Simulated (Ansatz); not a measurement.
`[F][Sn]([Br])([Br])[Br]` + `[Cl][SnH2][Cl]` → `[F][SnH]([Br])[Br]` + `[Cl][SnH]([Cl])[Br]` at 600 K and 1 bar (redistribution).

Gas-phase electronic energies from Ansatz, PBE0-D4/def2-TZVP geometries. CCSD(T)/CBS adds triple-zeta CCSD(T) − MP2 to the extrapolated MP2 energy (def2 sets, frozen cores). Elements past krypton have def2 core potentials. For Br, Sn outer-core shells are correlated without core-valence functions, which leaves a few kJ/mol of doubt a bond. Scalar relativity is left out up to krypton.

| species | CCSD(T)/CBS energy (Eh) | H − E (kJ/mol) | S (J/(mol·K)) |
| --- | --- | --- | --- |
| `[F][Sn]([Br])([Br])[Br]` | -8033.95352 | 66.5 | 475.5 |
| `[Cl][SnH2][Cl]` | -1134.85982 | 82.8 | 371.5 |
| `[F][SnH]([Br])[Br]` | -5461.18012 | 74.8 | 430.9 |
| `[Cl][SnH]([Cl])[Br]` | -3707.63582 | 74.4 | 431.2 |

H − E and S are ideal-gas, rigid-rotor, harmonic terms from PBE0-D4/def2-TZVP. 1 Eh = 2625.50 kJ/mol, R = 8.31446 J/(mol·K).

Problem. By hand: ΔE, ΔH, ΔS and ΔG.

Solution. ΔE = (-5461.18012) + (-3707.63582) − (-8033.95352) − (-1134.85982) = -0.00260 Eh = -6.8 kJ/mol. Δ(H − E) = 74.8 + 74.4 − 66.5 − 82.8 = -0.1, so ΔH = -6.9 kJ/mol. ΔS = 430.9 + 431.2 − 475.5 − 371.5 = 15.1 J/(mol·K). ΔG = -6.9 − 600 × (15.1)/1000 = -16.0 kJ/mol.

Problem. By hand: the equilibrium constant, and the temperature at which ΔG would vanish if ΔH and ΔS stayed fixed.

Solution. log₁₀ K = −ΔG/(RT ln 10) = 1.4. ΔH and −TΔS have one sign here, so there is no such temperature.

TΔS isn't small against ΔH here. A doubt of 5 kJ/mol in ΔE shifts log₁₀ K by 0.4 here. These are equilibria of isolated gas molecules and say nothing of rates. Largest T1 diagnostic: 0.011 (customary marks: 0.02 for closed shells, 0.045 for open ones).
